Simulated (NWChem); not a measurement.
Molecule: GaCl₂F; SMILES [Cl][Ga]([Cl])[F]

```xyz
4

Ga     0.0000     0.0000     0.2513
F      0.0000     0.0000     1.9870
Cl    -1.8591     0.0000    -0.7551
Cl     1.8591     0.0000    -0.7551
```
Atoms are numbered in this order, from 1.

Program: NWChem. Pople sets run with spherical d functions. Medium grid unless said otherwise, to which SCAN and Minnesota functionals are sensitive. The geometry was optimised at PBE0/def2-SVP.

Q: Order these by “dipole (D)”, lowest first: B3LYP/6-31G*; MN15-L/6-31G*; KT2/6-31G*; revPBE/6-31G*.

A: MN15-L/6-31G* (0.43), revPBE/6-31G* (0.48), KT2/6-31G* (0.54), B3LYP/6-31G* (0.60)
